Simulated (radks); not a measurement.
Effect of the nuclear size on the manganese ion Mn+, [Ar] 3d5 4s1. Calculated with a radial shooting solver on a logarithmic mesh with Libxc functionals: Dirac Kohn-Sham, LDA (Slater exchange, Perdew-Wang correlation), spin-unpolarised, spherical densities, finite nucleus; open shells are shared between the two j in proportion to 2j + 1; Fermi nuclear charge, rms radius 3.7057 fm. The rms radius is varied about that value; shifts are against it.

rms radius (fm),total energy shift (eV),density at nucleus (e/bohr^3),1s1/2 shift (meV),2s1/2 shift (meV),3s1/2 shift (meV)
3.1906,-0.0235,1.317e+04,-9.99,-0.885,-0.126
3.3351,-0.0173,1.314e+04,-7.33,-0.649,-0.092
3.7057,0,1.309e+04,0.000,0.000,0.000
3.9021,0.00986,1.306e+04,4.18,0.371,0.053
4.6173,0.0499,1.298e+04,21.2,1.88,0.267

Slopes of the eigenvalues against <r^2> in GHz/fm^2, as finite differences over the two radii next to the reference (eigenvalue slopes, not the field-shift constants of lines): 1s1/2 679, 2s1/2 60.1, 3s1/2 8.54.
